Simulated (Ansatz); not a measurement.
Job for Ansatz (a quantum-chemistry and plane-wave program): R-CAM-B3LYP/def2-TZVPP on CH4 (SMILES C).

Ansatz 0.2 input:
```yaml
crystal:
  periodic: [false, false, false]
  atoms:
    - {symbol: C, position_ang: [0.00000000, 0.00000000, -0.00000000]}
    - {symbol: H, position_ang: [0.62892441, 0.62892441, 0.62892441]}
    - {symbol: H, position_ang: [-0.62892441, -0.62892441, 0.62892441]}
    - {symbol: H, position_ang: [0.62892442, -0.62892442, -0.62892441]}
    - {symbol: H, position_ang: [-0.62892442, 0.62892442, -0.62892441]}
basis:
  gaussian:
    orbitals: def2-TZVPP
hamiltonian:
  xc: {name: CAM-B3LYP}
scf: {lower_state_search: off}
```

Output:

```
WARN ansatz: RAYON_NUM_THREADS=4 ignored (pool sized by the plan → 4); use --threads N
Functional definition: CAM-B3LYP
these checks for a lower state are left out or cut short: stability, starts, cluster_reference, orbital_swaps, neighbouring_geometries, increment
integrals: 0.01 GiB planned
416 factors; their error is unknown
integrals: 0.05 GiB planned
123 factors; integrals over basis functions are off by at most 3.8e-6 eV
mean field: 0.18 GiB planned
mean field evaluation 1: about -1098.8193 eV, gradient 4.0e1 eV
mean field evaluation 2: about -1099.6235 eV, gradient 3.3e1 eV
mean field evaluation 4: about -1102.2012 eV, gradient 8.6e-2 eV
mean field evaluation 8: about -1102.1927 eV, gradient 9.1e-5 eV
mean field -1102.19268565 eV, -40.5048341045 hartree, gradient 2.8e-6 eV, S^2 0.000000; 0 other end points of the search recorded, 0 dependent functions left out
reference -1102.19277689 eV, -40.5048374575 hartree; 5, 5 occupied and 82, 82 virtual orbitals, 416 factors
Total energy: -1102.19277689 eV, -40.5048374575 hartree
Checks for a lower state left out: stability, starts, cluster_reference, orbital_swaps, neighbouring_geometries, increment
```

The run converged.

Cost: around 0.23 core-seconds (rough).
